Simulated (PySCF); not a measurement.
Radial density of Se⁺ (selenium, charge +1)

LDA, [Ar] 3d10 4s2 4p3, high-spin 4S determinant. Calculation: PySCF 2.14, in jorge-DZP-DKH (8s6p2d1f, 43 functions); scalar relativity by spin-free X2C-1e.

```csv
r (bohr),4πr²ρ (e/bohr),4πr²(ρα − ρβ)
0.000743,0.3326,0.0000
0.00125,0.8056,0.0000
0.00210,1.931,0.0000
0.00354,4.501,0.0000
0.00595,9.897,0.0000
0.0100,19.70,0.0003
0.0168,33.08,0.0023
0.0283,41.94,0.0125
0.0476,37.26,0.0489
0.0801,36.52,0.1155
0.135,49.45,0.0890
0.227,32.68,-0.0185
0.381,29.87,0.2686
0.641,25.42,0.0478
1.08,6.389,0.6583
1.81,3.130,1.6998
3.05,0.7174,0.5519
5.13,0.02486,0.0237
```

Densities and radii are taken from the X2C orbitals without a picture-change correction, which distorts them close to the nucleus.

Where is the radial spin density 4πr²(ρα − ρβ) most negative, and why is it negative at all?

Around r = 0.227 bohr, down to -0.0185 e/bohr: exchange with the open shell polarises the paired shells in an unrestricted calculation.
